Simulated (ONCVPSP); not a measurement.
Configuration tests for Cd (Z = 48) (ONCV)

| Quantity | Value |
| --- | --- |
| Element | cadmium (Cd) |
| Generator | ONCVPSP 4.0.1 |
| Type | optimised norm-conserving Vanderbilt (ONCV) |
| Functional | PBE |
| Relativity | scalar-relativistic |
| Frozen core | [Ar] 3d10 |
| Valence charge | 20 |
| Reference configuration | 4s2 4p6 4d10 5s1.75 (charge +0.25) |
| Partial waves | 4s+5s: rc 1.40 bohr, ncon 5, nbas 10, qcut 7.5 1/bohr, 2 projectors; 4p: rc 1.40 bohr, ncon 4, nbas 9, qcut 12 1/bohr, local; 4d: rc 1.90 bohr, ncon 4, nbas 8, qcut 9.6 1/bohr, 1 projector |
| Local potential | the p channel |
| Core correction | none |

Energies are relative to the spin-unpolarised reference configuration 4s2 4p6 4d10 5s1.75; without spin polarisation the order of configurations can differ from experiment.

(1) Give the all-electron excitation energy and the error of the potential for: 4s2 4p6 4d10 5s2; 4s2 4p6 4d10 5s1; 4s2 4p6 4d10 5s0; 4s2 4p6 4d9 5s2.

## Answers

(1)

| valence configuration | charge | ΔE all-electron (eV) | error AE − PS (meV) |
| --- | --- | --- | --- |
| 4s2 4p6 4d10 5s2 | 0 | -1.632 | +0.3 |
| 4s2 4p6 4d10 5s1 | +1 | 7.641 | -1.2 |
| 4s2 4p6 4d10 5s0 | +2 | 24.767 | -3.9 |
| 4s2 4p6 4d9 5s2 | +1 | 16.343 | +8.2 |
